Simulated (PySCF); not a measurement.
C2H6N2Si, SMILES C#C[SiH](N)N.

Coordinates come from a r2SCAN-D4/def2-SVP optimisation. This is a generated structure with no PubChem entry under its InChIKey; it may be hypothetical. Other conformers were not sampled.

Two levels are set side by side: TDDFT-PBE/def2-SVPD (PySCF) and TDDFT-B3LYP/def2-SVPD (PySCF). Vertical, same geometry. The lowest singlet is HOMO→LUMO 63 %, HOMO→LUMO+1 26 %, HOMO−1→LUMO 10 % with PBE and HOMO→LUMO+1 32 %, HOMO−2→LUMO 32 %, HOMO−3→LUMO+1 11 %, HOMO−1→LUMO+1 10 % with the other functional; states are paired by order. Differences are taken from unrounded values.

```tsv
quantity	TDDFT-PBE
lowest singlet excitation (eV)	5.32
lowest triplet excitation (TDA) (eV)	4.80
first bright state (f over 0.05) (eV)	5.55
its oscillator strength	0.05
```

Task: These are the TDDFT-PBE values. What does TDDFT-B3LYP give? (The exact figures need the calculation; the answer reports its results.)

Result: 
```
quantity                               TDDFT-B3LYP  TDDFT-PBE minus TDDFT-B3LYP
-------------------------------------  -----------  ---------------------------
lowest singlet excitation (eV)                5.93                        -0.61
lowest triplet excitation (TDA) (eV)          4.88                        -0.08
first bright state (f over 0.05) (eV)         6.47                        -0.92
its oscillator strength                       0.05                         0.00
```

Functionals without exact exchange tend to place singlet excitations lower, as here. Differences between two approximate levels are no errors against the true value.

Rough cost on one machine, each run with all the roots and properties that it gave: TDDFT-B3LYP against TDDFT-PBE about 3 times.
